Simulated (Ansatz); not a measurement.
C$_{2}$H$_{7}$FInN (`C[N](C)[InH][F]`). Total charge 0; spin multiplicity 1. In takes the def2 core potential.

```xyz
12

C    -0.822    0.462   -1.006
N     0.007   -0.056    0.054
C    -0.530   -1.237    0.676
In    1.720    0.819    0.563
F     1.890    2.361   -0.640
H    -1.823    0.729   -0.637
H    -0.958   -0.280   -1.807
H    -0.374    1.355   -1.445
H    -1.519   -1.048    1.121
H     0.124   -1.601    1.473
H    -0.655   -2.056   -0.048
H     2.939    0.552    1.696
```

Question: What are the harmonic wavenumbers in cm⁻¹ at PBE0-D4/def2-TZVP (Ansatz, finite differences of forces, unscaled)? (An estimate is asked.)

Answer: Ansatz gave: 87, 108, 116, 238, 241, 271, 300, 394, 426, 540, 575, 1012, 1094, 1118, 1154, 1242, 1295, 1442, 1466, 1466, 1480, 1498, 1515, 1921, 2968, 2974, 3002, 3013, 3097, 3125.

Question: Is this a minimum?

Answer: Yes, all 30 modes are real.

Question: Give the ideal-gas thermochemistry at 298.15 K and 1 bar (rigid rotor, harmonic oscillator; point group Cs, symmetry number 1).

Answer: Zero-point energy 234.4 kJ/mol; H(298) − E = 257.9 kJ/mol; entropy 373.2 J/(mol·K), of which translation 173.5, rotation 115.5, vibration 84.2; G(298) − E = 146.6 kJ/mol. Modes under 100 cm⁻¹ are hindered rotations or soft bends, so the harmonic entropy is rough.

Question: And at 400, 500, 600, 800 and 1000 K?

Answer: 
```
T (K)  H − E (kJ/mol)  S (J/mol/K)  G − E (kJ/mol)
  400           270.8        410.2           106.7
  500           285.4        442.6            64.0
  600           301.6        472.2            18.3
  800           338.3        524.9           -81.6
 1000           379.4        570.6          -191.2
```
